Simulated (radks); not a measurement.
Spherical jellium clusters: N electrons in a uniform positive sphere of charge N and radius rs N^(1/3), rs = 3.47 bohr. Method: non-relativistic Kohn-Sham, PBEsol, spin-polarised, spherical densities; computed with a radial shooting solver with Libxc functionals. Levels are named by radial order and angular momentum (1s, 1p, 1d, 2s, ...), and open shells are averaged over m.

N = 21, configuration 1s2 1p6 1d10 2s2 1f(up 1, down 0). This is the lowest configuration that the search found. Occupied and some empty levels:

level,occupation,eigenvalue (eV),<r> (bohr)
1s up,1,-5.9879,6.074
1s down,1,-5.9514,5.994
1p up,3,-5.0342,7.118
1p down,3,-4.9714,7.063
1d up,5,-3.8051,7.906
1d down,5,-3.7229,7.870
2s up,1,-3.1279,6.646
2s down,1,-3.0789,6.665
1f up,1,-2.3752,8.646
1f down,0,-2.2801,8.629
2p up,0,-1.6323,8.446
2p down,0,-1.5787,8.457
1g up,0,-0.82286,9.545
1g down,0,-0.72275,9.563

Energy (eV): total -37.6730, kinetic 46.310, external -1477.7, Hartree 727.23, exchange-correlation -85.582, background 752.09.

Electron density:

r (bohr),n(r) (e/bohr^3)
0.699,0.007595
1.87,0.006712
3.03,0.005782
4.20,0.005555
5.37,0.006020
6.54,0.006258
7.71,0.005280
8.87,0.003263
10.0,0.001437
11.2,0.0004930
12.4,0.0001487
13.5,0.00004341
14.7,0.00001234
